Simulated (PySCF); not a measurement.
C₄H₈OSi₂.
Geometry (GFN2-xTB, Å), atoms numbered from 1 in this order:
```
atom  x, y, z in Å
Si1    2.7211    0.3076   -0.5447
Si2    1.1744   -0.8528    0.7245
C3    -0.5601   -0.2851    0.2995
C4    -1.5460    0.3571    0.9981
C5    -2.6231    0.5505    0.1045
C6    -2.2193    0.0151   -1.0798
O7    -0.9806   -0.4862   -0.9751
H8     2.5581    0.0796   -1.9831
H9     4.0935   -0.0847   -0.2103
H10    2.6409    1.7581   -0.3410
H11    1.2140   -2.3063    0.5040
H12    1.2942   -0.6463    2.1741
H13   -1.5012    0.6487    2.0278
H14   -3.5633    1.0202    0.3110
H15   -2.7070   -0.0676   -2.0315
```

The closed-shell SCF was solved with PySCF and density fitting under several settings on one GFN2-xTB geometry (grid level 2 and gas phase unless stated).

```json
{"settings": "PBE0/pcSseg-1", "basis functions": "173", "SCF cycles": "14", "E (Eh)": "-810.8529", "HOMO (eV)": "-6.69", "LUMO (eV)": "-0.31", "dipole (D)": "0.93"}
{"settings": "wB97X-D/def2-SVPD", "basis functions": "215", "SCF cycles": "14", "E (Eh)": "-810.9866", "HOMO (eV)": "-8.46", "LUMO (eV)": "1.34", "dipole (D)": "0.94"}
{"settings": "PBE0/6-311+G(2d,p), grid level 3, energy threshold 1e-11 Eh", "basis functions": "253", "SCF cycles": "12", "E (Eh)": "-810.9825", "HOMO (eV)": "-6.63", "LUMO (eV)": "-0.42", "dipole (D)": "0.95"}
```

Q: Estimate the rows for these settings: (1) wB97X-D/6-31G, start guess sap, fitting basis def2-qzvpp-jkfit; (2) PBE0/pcSseg-1, grid level 3; (3) X3LYP/pcSseg-1.

A: 
```tsv
settings	basis functions	SCF cycles	E (Eh)	HOMO (eV)	LUMO (eV)	dipole (D)
wB97X-D/6-31G, start guess sap, fitting basis def2-qzvpp-jkfit	87	16	-811.1515	-8.32	1.85	1.13
PBE0/pcSseg-1, grid level 3	173	14	-810.8529	-6.69	-0.31	0.93
X3LYP/pcSseg-1	173	14	-811.2246	-6.49	-0.38	0.93
```

Q: Over all rows, what range does the HOMO–LUMO gap span?

A: From 6.11 eV (X3LYP/pcSseg-1) to 10.17 eV (wB97X-D/6-31G, start guess sap, fitting basis def2-qzvpp-jkfit). The functional of the narrowest has 22 % exact exchange, that of the widest range-separated exact exchange.

Q: And the dipole moment?

A: From 0.93 D to 1.13 D; the largest is 1.22 times the smallest, and the median is 0.94 D.

Q: Compare two rows with the functional PBE0: PBE0/6-311+G(2d,p), grid level 3, energy threshold 1e-11 Eh and PBE0/pcSseg-1. Which energy is lower, and by how much?

A: PBE0/6-311+G(2d,p), grid level 3, energy threshold 1e-11 Eh (253 functions) lies 0.1296 Eh or 81 kcal/mol below PBE0/pcSseg-1 (173 functions).

wB97X-D ran without the empirical dispersion term, which would shift the total energy alone. Cycle counts include a coarse-grid stage where the run had one. All basis functions are spherical, in the Pople sets too.

One conformer stands for the species.
